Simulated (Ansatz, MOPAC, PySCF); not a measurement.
Donor–acceptor adduct: GaH3 (SMILES [GaH3]) (first 4 atoms) with PH3 (SMILES P); geometry from B3LYP-D3(BJ)/def2-TZVP, rigid monomers moved along the line of their centres of mass till Ga1···P5 is 3.60 Å.
(charge 0, multiplicity 1):
```xyz
8

Ga    -0.461     0.489     0.710
H     -1.539     1.497     1.266
H     -0.951    -0.799    -0.056
H      1.004     1.012     0.455
P      0.231    -1.134     3.847
H      1.183    -2.171     3.890
H      0.721    -0.368     4.923
H     -0.812    -1.792     4.528
```

Interaction energies are E(AB) − E(A) − E(B) at the monomers' geometry in the complex; basis-set methods are counterpoise corrected. Rows marked so take none.

Correlated levels freeze the cores. Filled d and f shells under p-block atoms count as core. CBS(a, b) extrapolates the correlation energy as X⁻³ and adds the Hartree–Fock energy of set b. Rows in 3-21G, 6-31G*, LANL2DZ carry no dispersion term and start afresh at each structure (6-31G* with six Cartesian d functions); the Pople sets are all-electron and without relativity. MP2/6-31G* freezes PySCF's default core, which leaves 3d correlated. LANL2DZ brings its own core potentials from Na on. The state reached by AM1, PM6 isn't checked.

Programs: Ansatz (Gaussian basis) for Hartree–Fock, density functionals and correlated methods; MOPAC for AM1, PM6 (differences of heats of formation); PySCF for 3-21G rows, 6-31G* rows, LANL2DZ rows, the dispersion terms. 

Other levels give for the interaction energy: PBE/def2-TZVPPD -6.08; B3LYP/def2-TZVPPD -5.12; B3LYP-D3(BJ)/def2-TZVPPD -6.69; wB97M-V/def2-TZVPPD -6.25; CCSD(T)/CBS(def2-SVPD, def2-TZVPPD) -5.97 kcal/mol.

Question: What do these common cheap choices give for the same quantity: AM1, PM6, HF/6-31G*, BP86/6-31G* (no counterpoise), B3LYP/3-21G (no counterpoise), B3LYP/LANL2DZ (no counterpoise), M06-2X/6-31G* (no counterpoise), MP2/6-31G*?

Answer: AM1 -6.53; PM6 -7.61; HF/6-31G* -5.25; BP86/6-31G* (no counterpoise) -6.20; B3LYP/3-21G (no counterpoise) -8.49; B3LYP/LANL2DZ (no counterpoise) -7.50; M06-2X/6-31G* (no counterpoise) -7.88; MP2/6-31G* -5.95 kcal/mol. They span -8.49 to -5.25 kcal/mol.

Ansatz is an electronic-structure program.
